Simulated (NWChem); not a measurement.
Species: GeNH₂F₃; SMILES [Ge]([F])([F])([NH2])[F]

```xyz
7

N      0.4936    -1.7508     0.0000
Ge     0.0006    -0.0087     0.0000
F     -0.9403     0.3359    -1.3982
F     -0.9403     0.3359     1.3982
F      1.2684     1.1673     0.0000
H      1.0187    -2.0097    -0.8314
H      1.0187    -2.0097     0.8314
```
Atoms are numbered in this order, from 1.

Results from NWChem. Pople sets run with spherical d functions. All runs use the structure optimised with B3LYP/6-31G* (spherical d). Total energies compare along this basis series because the functional is fixed.

| level | basis functions | energy (Ha) | highest occupied level (eV) | orbital gap (eV) | dipole (D) | relative time |
|---|---|---|---|---|---|---|
| PBE0/STO-3G | 40 | -2402.9782 | -4.17 | 8.95 | 1.75 | 1 |
| PBE0/3-21G | 62 | -2420.0619 | -8.29 | 7.89 | 3.49 | 1 |
| PBE0/6-31G* | 92 | -2431.7037 | -8.86 | 8.15 | 3.35 | 5 |
| PBE0/6-311G** | 128 | -2432.0657 | -9.11 | 8.13 | 3.51 | 6 |

Relative times are rough (shared machine, one core).
